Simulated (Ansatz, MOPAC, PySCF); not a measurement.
Spectroscopic constants of BeS, closed-shell singlet (the spin of the measured ground state).

Constants: fifth-degree fit in 1/R to seven points, most abundant isotopes. In def2 and cc sets the state is the lowest found near the PBE0 minimum, followed along R. The singlet is held restricted. HF and MP2 rows in def2 and cc sets belong to the determinant that coupled cluster picked by its CCSD energy.

Programs: Ansatz (Gaussian orbitals); MOPAC for AM1, PM7 (differences of heats of formation); PySCF for 6-31G* rows. Each number belongs to the level named beside it.

```json
[
 {"level": "AM1", "r_e (Å)": "1.684", "ω_e (cm⁻¹)": "587", "ω_e x_e (cm⁻¹)": "1.3", "B_e (cm⁻¹)": "0.845", "D_e (eV)": "-", "dipole (D)": "-"},
 {"level": "PM7", "r_e (Å)": "1.770", "ω_e (cm⁻¹)": "1060", "ω_e x_e (cm⁻¹)": "8.6", "B_e (cm⁻¹)": "0.766", "D_e (eV)": "-", "dipole (D)": "-"},
 {"level": "HF/6-31G*", "r_e (Å)": "1.732", "ω_e (cm⁻¹)": "1069", "ω_e x_e (cm⁻¹)": "6.3", "B_e (cm⁻¹)": "0.799", "D_e (eV)": "-", "dipole (D)": "6.39"},
 {"level": "HF/def2-QZVPP", "r_e (Å)": "1.725", "ω_e (cm⁻¹)": "1066", "ω_e x_e (cm⁻¹)": "6.3", "B_e (cm⁻¹)": "0.805", "D_e (eV)": "-", "dipole (D)": "-"},
 {"level": "PBE/def2-TZVPP", "r_e (Å)": "1.759", "ω_e (cm⁻¹)": "976", "ω_e x_e (cm⁻¹)": "5.6", "B_e (cm⁻¹)": "0.775", "D_e (eV)": "3.69", "dipole (D)": "4.85"},
 {"level": "BP86/6-31G*", "r_e (Å)": "1.765", "ω_e (cm⁻¹)": "979", "ω_e x_e (cm⁻¹)": "5.5", "B_e (cm⁻¹)": "0.770", "D_e (eV)": "-", "dipole (D)": "4.88"},
 {"level": "r2SCAN/def2-TZVPP", "r_e (Å)": "1.749", "ω_e (cm⁻¹)": "1008", "ω_e x_e (cm⁻¹)": "5.6", "B_e (cm⁻¹)": "0.784", "D_e (eV)": "3.64", "dipole (D)": "5.31"},
 {"level": "B97M-V/def2-TZVPP", "r_e (Å)": "1.742", "ω_e (cm⁻¹)": "1019", "ω_e x_e (cm⁻¹)": "5.6", "B_e (cm⁻¹)": "0.790", "D_e (eV)": "3.55", "dipole (D)": "5.28"},
 {"level": "B3LYP/6-31G*", "r_e (Å)": "1.750", "ω_e (cm⁻¹)": "1008", "ω_e x_e (cm⁻¹)": "5.8", "B_e (cm⁻¹)": "0.783", "D_e (eV)": "-", "dipole (D)": "5.15"},
 {"level": "BHLYP/def2-TZVPP", "r_e (Å)": "1.731", "ω_e (cm⁻¹)": "1041", "ω_e x_e (cm⁻¹)": "6.0", "B_e (cm⁻¹)": "0.800", "D_e (eV)": "3.01", "dipole (D)": "5.64"},
 {"level": "CAM-B3LYP/def2-TZVPP", "r_e (Å)": "1.733", "ω_e (cm⁻¹)": "1033", "ω_e x_e (cm⁻¹)": "5.8", "B_e (cm⁻¹)": "0.799", "D_e (eV)": "3.23", "dipole (D)": "5.45"},
 {"level": "wB97X-V/def2-TZVPP", "r_e (Å)": "1.736", "ω_e (cm⁻¹)": "1039", "ω_e x_e (cm⁻¹)": "5.6", "B_e (cm⁻¹)": "0.795", "D_e (eV)": "3.29", "dipole (D)": "5.69"},
 {"level": "MP2/6-31G*", "r_e (Å)": "1.752", "ω_e (cm⁻¹)": "1025", "ω_e x_e (cm⁻¹)": "4.4", "B_e (cm⁻¹)": "0.781", "D_e (eV)": "-", "dipole (D)": "6.46"},
 {"level": "MP2/aug-cc-pV(T+d)Z", "r_e (Å)": "1.759", "ω_e (cm⁻¹)": "993", "ω_e x_e (cm⁻¹)": "4.3", "B_e (cm⁻¹)": "0.775", "D_e (eV)": "-", "dipole (D)": "-"},
 {"level": "MP2/def2-TZVPP", "r_e (Å)": "1.765", "ω_e (cm⁻¹)": "978", "ω_e x_e (cm⁻¹)": "4.3", "B_e (cm⁻¹)": "0.770", "D_e (eV)": "-", "dipole (D)": "-"},
 {"level": "MP2/aug-cc-pV(Q+d)Z", "r_e (Å)": "1.752", "ω_e (cm⁻¹)": "1001", "ω_e x_e (cm⁻¹)": "4.4", "B_e (cm⁻¹)": "0.781", "D_e (eV)": "-", "dipole (D)": "-"},
 {"level": "MP2/def2-QZVPP", "r_e (Å)": "1.751", "ω_e (cm⁻¹)": "1001", "ω_e x_e (cm⁻¹)": "4.5", "B_e (cm⁻¹)": "0.782", "D_e (eV)": "-", "dipole (D)": "-"},
 {"level": "MP2/aug-cc-pV(5+d)Z", "r_e (Å)": "1.751", "ω_e (cm⁻¹)": "1003", "ω_e x_e (cm⁻¹)": "4.4", "B_e (cm⁻¹)": "0.782", "D_e (eV)": "-", "dipole (D)": "-"},
 {"level": "MP2/CBS(aug-cc-pV(Q+d)Z, aug-cc-pV(5+d)Z)", "r_e (Å)": "1.749", "ω_e (cm⁻¹)": "1005", "ω_e x_e (cm⁻¹)": "4.4", "B_e (cm⁻¹)": "0.784", "D_e (eV)": "-", "dipole (D)": "-"},
 {"level": "SCS-MP2/aug-cc-pV(T+d)Z", "r_e (Å)": "1.757", "ω_e (cm⁻¹)": "993", "ω_e x_e (cm⁻¹)": "4.9", "B_e (cm⁻¹)": "0.777", "D_e (eV)": "-", "dipole (D)": "-"},
 {"level": "SCS-MP2/aug-cc-pV(5+d)Z", "r_e (Å)": "1.749", "ω_e (cm⁻¹)": "1003", "ω_e x_e (cm⁻¹)": "5.0", "B_e (cm⁻¹)": "0.784", "D_e (eV)": "-", "dipole (D)": "-"},
 {"level": "CCSD/aug-cc-pV(T+d)Z", "r_e (Å)": "1.748", "ω_e (cm⁻¹)": "1011", "ω_e x_e (cm⁻¹)": "6.4", "B_e (cm⁻¹)": "0.785", "D_e (eV)": "-", "dipole (D)": "-"},
 {"level": "CCSD/aug-cc-pV(Q+d)Z", "r_e (Å)": "1.740", "ω_e (cm⁻¹)": "1022", "ω_e x_e (cm⁻¹)": "6.3", "B_e (cm⁻¹)": "0.792", "D_e (eV)": "-", "dipole (D)": "-"},
 {"level": "CCSD/def2-QZVPP", "r_e (Å)": "1.739", "ω_e (cm⁻¹)": "1022", "ω_e x_e (cm⁻¹)": "6.3", "B_e (cm⁻¹)": "0.793", "D_e (eV)": "2.91", "dipole (D)": "-"},
 {"level": "CCSD/aug-cc-pV(5+d)Z", "r_e (Å)": "1.738", "ω_e (cm⁻¹)": "1025", "ω_e x_e (cm⁻¹)": "6.3", "B_e (cm⁻¹)": "0.794", "D_e (eV)": "-", "dipole (D)": "-"},
 {"level": "CCSD(T)/def2-TZVPP", "r_e (Å)": "1.769", "ω_e (cm⁻¹)": "958", "ω_e x_e (cm⁻¹)": "5.8", "B_e (cm⁻¹)": "0.766", "D_e (eV)": "2.83", "dipole (D)": "-"},
 {"level": "CCSD(T)/aug-cc-pV(Q+d)Z", "r_e (Å)": "1.752", "ω_e (cm⁻¹)": "991", "ω_e x_e (cm⁻¹)": "5.9", "B_e (cm⁻¹)": "0.781", "D_e (eV)": "-", "dipole (D)": "-"},
 {"level": "CCSD(T)/def2-QZVPP", "r_e (Å)": "1.751", "ω_e (cm⁻¹)": "990", "ω_e x_e (cm⁻¹)": "5.9", "B_e (cm⁻¹)": "0.782", "D_e (eV)": "3.19", "dipole (D)": "-"},
 {"level": "CCSD(T)/aug-cc-pV(5+d)Z", "r_e (Å)": "1.750", "ω_e (cm⁻¹)": "994", "ω_e x_e (cm⁻¹)": "5.8", "B_e (cm⁻¹)": "0.783", "D_e (eV)": "-", "dipole (D)": "-"},
 {"level": "CCSD(T)/CBS(aug-cc-pV(Q+d)Z, aug-cc-pV(5+d)Z)", "r_e (Å)": "1.748", "ω_e (cm⁻¹)": "996", "ω_e x_e (cm⁻¹)": "5.8", "B_e (cm⁻¹)": "0.785", "D_e (eV)": "-", "dipole (D)": "-"}
]
```

D_e counts from each atom's lowest state at the same level, without counterpoise or zero-point energy.

Correlated levels freeze the inner cores; with def2 sets outer-core shells near the valence are correlated too. CBS(a, b) extrapolates the correlation energy as X⁻³ and adds the Hartree–Fock energy of set b. Rows in 6-31G* carry no dispersion term and start afresh at each structure (6-31G* with six Cartesian d functions). MP2/6-31G* freezes PySCF's default core, which is smaller on s-block atoms. The state that AM1, PM7 reach isn't checked; PM7 holds dispersion and hydrogen-bond terms.

Measured for the ground state: r_e 1.7415 Å [Huber and Herzberg (1979), NIST Chemistry WebBook]. ω_e 997.94 cm-1, ω_e x_e 6.137 cm-1, B_e 0.79059 cm-1, α_e 0.00664 cm-1 [Irikura, J. Phys. Chem. Ref. Data 36, 389 (2007)]. D_0 3.817 ± 0.61 eV (a handbook's tabulated 298 K bond energy less 3RT/2; such tables hold older values) [Luo, bond dissociation energies, CRC Handbook].

Ansatz is a quantum-chemistry and plane-wave program.
